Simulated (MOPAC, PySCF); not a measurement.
C₂H₄Si, SMILES `C=C[SiH]` (C–C–Si–H torsion 179°), neutral singlet in the gas phase. 

Cartesian coordinates (Å):
SMILES: [SiH]C=C
```xyz
7

C     -0.8377    -0.5483    -0.5816
C     -0.0502     0.0452     0.3274
Si     1.5819     0.7715    -0.2575
H     -1.7947    -0.9986    -0.3335
H     -0.5429    -0.6045    -1.6259
H     -0.3971     0.0716     1.3578
H      2.0406     1.2630     1.1133
```
Charge 0, multiplicity 1.

All levels are single points at this geometry (B3LYP-D3(BJ)/def2-TZVP); Pople sets use spherical d functions. Orbital energies aren't observables, and empty levels follow the basis.

```json
[
 {"level": "B3LYP-D3(BJ)/def2-TZVP in PySCF", "HOMO (eV)": "-6.19", "LUMO (eV)": "-2.91", "gap (eV)": "3.27", "dipole (D)": "1.57", "vertical IE, Delta-SCF (eV)": "–"},
 {"level": "PBE-D3(BJ)/def2-TZVP in PySCF", "HOMO (eV)": "-5.30", "LUMO (eV)": "-3.61", "gap (eV)": "1.69", "dipole (D)": "1.68", "vertical IE, Delta-SCF (eV)": "–"},
 {"level": "B3LYP/3-21G in PySCF", "HOMO (eV)": "-5.94", "LUMO (eV)": "-2.81", "gap (eV)": "3.12", "dipole (D)": "1.94", "vertical IE, Delta-SCF (eV)": "–"},
 {"level": "B3LYP/6-311+G** in PySCF", "HOMO (eV)": "-6.22", "LUMO (eV)": "-2.98", "gap (eV)": "3.24", "dipole (D)": "1.56", "vertical IE, Delta-SCF (eV)": "–"},
 {"level": "B3LYP/LANL2DZ in PySCF", "HOMO (eV)": "-6.00", "LUMO (eV)": "-2.94", "gap (eV)": "3.07", "dipole (D)": "1.74", "vertical IE, Delta-SCF (eV)": "–"},
 {"level": "M06-2X/6-31G* in PySCF", "HOMO (eV)": "-7.24", "LUMO (eV)": "-1.75", "gap (eV)": "5.50", "dipole (D)": "1.59", "vertical IE, Delta-SCF (eV)": "–"},
 {"level": "AM1 in MOPAC", "HOMO (eV)": "-7.68", "LUMO (eV)": "-1.14", "gap (eV)": "6.54", "dipole (D)": "1.45", "vertical IE, Delta-SCF (eV)": "–"},
 {"level": "PM6 in MOPAC", "HOMO (eV)": "-7.62", "LUMO (eV)": "-1.68", "gap (eV)": "5.94", "dipole (D)": "1.16", "vertical IE, Delta-SCF (eV)": "–"},
 {"level": "PM7 in MOPAC", "HOMO (eV)": "-9.28", "LUMO (eV)": "-0.92", "gap (eV)": "8.36", "dipole (D)": "2.81", "vertical IE, Delta-SCF (eV)": "–"}
]
```
